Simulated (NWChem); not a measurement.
Molecule: C4H5Cl; SMILES ClCC=C=C

```xyz
10

C      0.5051    -2.8879     0.1697
C     -0.0140    -1.7385    -0.1696
C     -0.5405    -0.5843    -0.4990
C     -0.6740     0.5560     0.4625
Cl     0.3424     1.9947    -0.0510
H      1.5684    -3.0870     0.0504
H     -0.1036    -3.6909     0.5811
H     -0.9071    -0.4215    -1.5120
H     -1.6975     0.9346     0.5038
H     -0.3415     0.2827     1.4637
```
Atoms are numbered in this order, from 1.

Program: NWChem. Medium grid unless said otherwise, to which SCAN and Minnesota functionals are sensitive. Structure relaxed at the B3LYP/6-31G* (spherical d) level.

For level MN15-L/def2-SVP:

| Quantity | Result |
|---|---|
| highest occupied level (eV) | -6.83 |
| orbital gap (eV) | 6.03 |
| dipole (D) | 2.25 |

Task: What are these values for level B3LYP/def2-SVP?

Result: 
- highest occupied level (eV): -7.36
- orbital gap (eV): 6.92
- dipole (D): 2.02
